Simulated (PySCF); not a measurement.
# Electronic structure of N²⁺ (nitrogen, charge +2) at the UHF level

Configuration: [He] 2s1 2p2, high-spin 4P determinant (an excited configuration). Calculation: PySCF 2.14, in aug-cc-pwCVTZ; the non-relativistic Hamiltonian (point nucleus).

```json
{"Total energy": "-52.628206 hartree", "One-electron energy": "-65.2851 hartree", "Hartree (Coulomb) energy": "18.6029 hartree", "Exchange energy": "-5.9459 hartree", "Kinetic energy": "52.62261 hartree", "⟨S²⟩": "3.7500", "⟨L²⟩": "2.005", "Sum of ⟨r⟩": "3.857 bohr", "Sum of ⟨r²⟩": "4.802 bohr²", "Traceless quadrupole moment −½Σ⟨3z² − r²⟩ along its main axis": "0.665 e·bohr²", "Density at the nucleus (Gaussians lack the cusp)": "196 bohr⁻³", "Spin density at the nucleus": "6.24 bohr⁻³", "Langevin diamagnetic susceptibility": "-3.80 ×10⁻⁶ cm³/mol"}
```

| shell | electrons | mean orbital energy (eV) | rms radius, mean of both spins (bohr) |
| --- | --- | --- | --- |
| 1s α | 1 | -465.85 | 0.265 |
| 1s β | 1 | -461.24 | 0.265 |
| 2s α | 1 | -62.594 | 1.25 |
| 2p α | 2 | -48.991 | 1.24 |

Spin-orbit constants ζ (cm⁻¹) from the X2C one-electron operator on these orbitals (non-relativistic here): bare nucleus, nucleus screened by l(l+1)(2l+1)/3 electrons, and screened by the Breit-Pauli mean field of the electrons.

```json
{"shell": "2p", "bare": "183.5", "screened nucleus": "131.1", "mean field": "111.0"}
```

To first order the Landé constant is A = 36.99 cm⁻¹, so the lowest level has J = 1/2 and lies 0.0115 eV below the centre of the term. This holds in LS coupling only.
